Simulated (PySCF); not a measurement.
Species: C6H4FOP.
SMILES: `c1cc(c(F)pc1)C=O`

Theory: TDDFT B3LYP/def2-SVPD, vertical, gas phase, core orbitals frozen in the response in PySCF 2.14.0, density-fitted response routines. One conformer (not necessarily the lowest) at the PBE0-D3(BJ)/def2-SVP geometry, without solvent, vibrations or thermal averaging. Torsions of this conformer, `[O:1]=[CH:2][c:3]1[cH:4][cH:5][cH:6][p:7][c:8]1[F:9]`: O1–C2–C3–C4 0°.

Broadening: Gaussians 0.4 eV wide at half height, area fixed by f = 4.319×10⁻⁹ ∫ε dν̃. The width is an assumption, not a result. The curve ends short of the highest state used, and states not computed would add to its high-energy end.

```
λ (nm)  ε (L mol⁻¹ cm⁻¹)
 217.7             21293
 225.1             27781
 232.5             22787
 239.9             12285
 247.3              5627
 254.7              4790
 262.1              3830
 269.5              1940
 276.9               703
 284.3               391
 291.7               732
 299.1              1401
 306.5              1891
 313.9              1829
 321.3              1321
 328.7               741
 336.1               334
 343.5               125
 350.9                41
 358.3                12
 365.7                 4
 373.1                 2
 380.5                 1
 387.9                 0
 395.3                 0
 402.7                 0
 410.1                 0
 417.5                 0
 424.9                 0
 432.3                 0
```

(1) Where are the band maxima, and which computed states make them?

(2) Coming from long wavelengths, where does ε first pass 100 L mol⁻¹ cm⁻¹?

(3) On this curve, what absorbance would a 10⁻⁴ mol/L sample give at 280 nm over a 1 cm path?

(4) Does any computed singlet lie in the visible range?

Results:

(1) 309 nm (4.01 eV), ε about 1900, made up of S2 (100%); 225 nm (5.52 eV), ε about 28000, made up of S6 (33%) and S8 (65%) (ε in L mol⁻¹ cm⁻¹; maxima over ε = 5, shares over 10%). The states used: S1 3.47 eV (f 0.0000); S2 4.01 eV (f 0.029); S3 4.63 eV (f 0.0045); S4 4.74 eV (f 0.0011); S5 4.84 eV (f 0.063); S6 5.33 eV (f 0.254); S7 5.50 eV (f 0.011); S8 5.62 eV (f 0.315); S9 6.06 eV (f 0.0011); S10 6.29 eV (f 0.0000).

(2) At about 345 nm (3.59 eV), 0.13 eV above S1.

(3) 280 nm is 4.428 eV, where ε is about 480 L mol⁻¹ cm⁻¹, so A = ε c l ≈ 0.048 (Beer–Lambert, with the gas-phase spectrum and the assumed width).

(4) No computed singlet lies in the visible range (380 to 750 nm); the lowest, at 357 nm, stands 0.21 eV above its violet end (3.26 eV); a Tamm–Dancoff triplet lies at 411 nm, without intensity as long as spin–orbit coupling is left out.

All these states lie below the vertical ionisation energy of 9.43 eV (ΔSCF).
